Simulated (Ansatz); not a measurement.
Molecule: sum formula SiN2H4Cl, charge 0, multiplicity 2. It need not be the lowest isomer of its formula. 
Coordinates optimised at B3LYP-D3(BJ)/def2-TZVP (Ansatz, a quantum-chemistry and plane-wave program):
```
Si
N 1 1.7085
H 2 1.0070 1 121.14
H 2 1.0107 3 112.34 1 153.64
N 1 1.7172 2 105.89 3 -166.74
H 5 1.0083 1 120.00 2 -158.83
H 5 1.0091 6 111.99 1 147.67
Cl 1 2.1058 2 116.60 3 78.12
```
Charge 0, spin multiplicity 2.

Total electronic energies in hartree. Valence correlation only, unless marked. UHF or UKS for open shells. Spin-orbit coupling is left out. Non-relativistic. CBS marks a two-point X^-3 extrapolation of the correlation energy; Hartree-Fock from the larger set. [CCSD(T)-MP2]/basis is that difference in the basis named.

```tsv
level	program	energy (Eh)
HF/STO-3G	Ansatz	-850.03726
HF/cc-pVTZ	Ansatz	-859.82593
HF/cc-pV(Q+d)Z	Ansatz	-859.84798
PBE0/6-31G*	Ansatz	-861.22593
PBE0/def2-TZVPD	Ansatz	-861.35338
CAM-B3LYP/def2-TZVPD	Ansatz	-861.72530
B2PLYP-D3(BJ)/def2-TZVPD	Ansatz + dftd3	-861.41974
B2PLYP/def2-TZVPD	Ansatz	-861.41370
MP2/cc-pwCVTZ	Ansatz	-860.55988
SCS-MP2/6-31G*	Ansatz	-860.20447
SCS-MP2/cc-pV(T+d)Z	Ansatz	-860.53667
SCS-MP2/cc-pVTZ	Ansatz	-860.53034
CCSD/cc-pV(T+d)Z	Ansatz	-860.58279
CCSD(T)/cc-pV(T+d)Z	Ansatz	-860.61329
RI-MP2/CBS(cc-pV(T+d)Z,cc-pV(Q+d)Z)+[CCSD(T)-MP2]/cc-pV(T+d)Z	Ansatz	-860.7310
```

Totals of different functionals don't rank their quality; only differences between species are comparable.
